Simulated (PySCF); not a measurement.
Q: Give a GFN2-xTB geometry of 3-tert-butylpyridine (`CC(C)(C)c1cccnc1`).

A: 
```xyz
23
C9H13N angstrom
C     -1.6334    0.1336    1.3122
C     -1.0021   -0.0057   -0.0758
C     -1.4750   -1.3287   -0.6941
C     -1.4720    1.1700   -0.9436
C      0.5148   -0.0017   -0.0212
C      1.2442    0.1157    1.1568
C      2.6299    0.1100    1.1130
C      3.2524   -0.0136   -0.1166
N      2.5784   -0.1260   -1.2486
C      1.2608   -0.1193   -1.1950
H     -1.3457   -0.6934    1.9577
H     -1.3432    1.0709    1.7818
H     -2.7175    0.1259    1.2207
H     -1.1094   -1.4423   -1.7109
H     -2.5621   -1.3623   -0.7167
H     -1.1163   -2.1711   -0.1061
H     -1.1060    2.1106   -0.5372
H     -1.1112    1.0763   -1.9640
H     -2.5590    1.2049   -0.9679
H      0.7515    0.2119    2.1116
H      3.2098    0.2001    2.0194
H      4.3305   -0.0239   -0.2079
H      0.7758   -0.2148   -2.1576
```

Any rigid rotation of these coordinates is as good. Atoms count from 1 in this order. Of the pairs four or more bonds apart, C1···H20 is among the closest relative to their van der Waals radii: 2.52 Å, 87 % of the sum of Bondi's values. The 6-membered ring C5–C6–C7–C8–N9–C10 has internal angles of 116.1° to 124.7°; it is planar, 0.00 Å rms from its mean plane, widest ring torsion 0°. The C–C distances run from 1.384 Å (C7–C8, aromatic) to 1.535 Å (C2–C3, drawn single), a spread of 0.151 Å.

Bonds between heavy atoms (Å): C1–C2 1.531, C2–C3 1.535, C2–C4 1.535, C2–C5 1.518, C5–C6 1.390, C6–C7 1.386, C7–C8 1.384, C8–N9 1.322, N9–C10 1.319, C5–C10 1.396.

Computed geometry: GFN2-xTB, gas phase.

Point group: Cs (every atom within 0.08 Å of its image). No frequency check.
